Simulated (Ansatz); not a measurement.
The cluster Mg₄Se₅. Charge 0, multiplicity 1. Geometry PBE-D4/def2-SVP; atoms count from 1.

```xyz
9

Mg   -0.444    1.617    0.482
Mg    1.680   -0.206   -0.073
Mg   -0.449   -1.628    1.837
Mg   -2.615   -1.727    0.058
Se   -0.661    2.353   -1.922
Se    1.650    2.277   -1.105
Se    0.777    0.498    2.394
Se   -0.601   -0.558   -1.381
Se    0.664   -2.625   -0.289
```

The restricted singlet is unstable towards broken spin symmetry in Hartree–Fock (as tested in another run); at PBE0-D4/def2-TZVP this wasn't settled. The structure comes from a short search, and lower isomers may exist.

(1) Estimate the Mulliken populations from the PBE0/def2-TZVP orbitals of Ansatz.

(2) And the Mayer bond orders between heavy atoms (over 0.3)?

## Answers

(1) 
```
atom  charge (e)
 Mg1        0.78
 Mg2        0.79
 Mg3        0.56
 Mg4        0.28
 Se5       -0.32
 Se6       -0.41
 Se7       -0.77
 Se8       -0.37
 Se9       -0.53
```
Mulliken values depend strongly on the basis.

(2) Mg1–Se5 0.64 (2.52 Å); Mg1–Se6 0.35 (2.71 Å); Mg1–Se7 0.68 (2.53 Å); Mg2–Se6 0.54 (2.69 Å); Mg2–Se7 0.47 (2.72 Å); Mg2–Se8 0.34 (2.65 Å); Mg2–Se9 0.49 (2.63 Å); Mg3–Mg4 0.67 (2.80 Å); Mg3–Se7 0.66 (2.52 Å); Mg3–Se9 0.59 (2.60 Å); Mg4–Se8 0.40 (2.74 Å); Se5–Se6 1.06 (2.45 Å); Se5–Se8 0.32 (2.96 Å); Se8–Se9 0.73 (2.66 Å).
